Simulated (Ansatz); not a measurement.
CH₅BFNOSi, SMILES `OC1(F)NB1[SiH3]`, charge 0, multiplicity 1.

Problem. Give a relaxed structure at PBE0-D4/def2-TZVP (Ansatz). (Best estimate.)

Solution. Computed: 
Cartesian coordinates in Å:
```
O 0.5091 1.6670 -1.6988
C -0.3702 0.8092 -1.0879
F -1.6576 1.2623 -1.2960
N -0.1724 -0.5507 -1.3220
B -0.0602 -0.2514 0.0068
Si 0.2908 -0.9532 1.8358
H 0.4514 2.5206 -1.2597
H -0.1276 -1.1558 -2.1274
H 1.4387 -0.2180 2.4313
H -0.9066 -0.7229 2.6871
H 0.6045 -2.4071 1.8308
```
This is one stationary point; other conformers may exist.
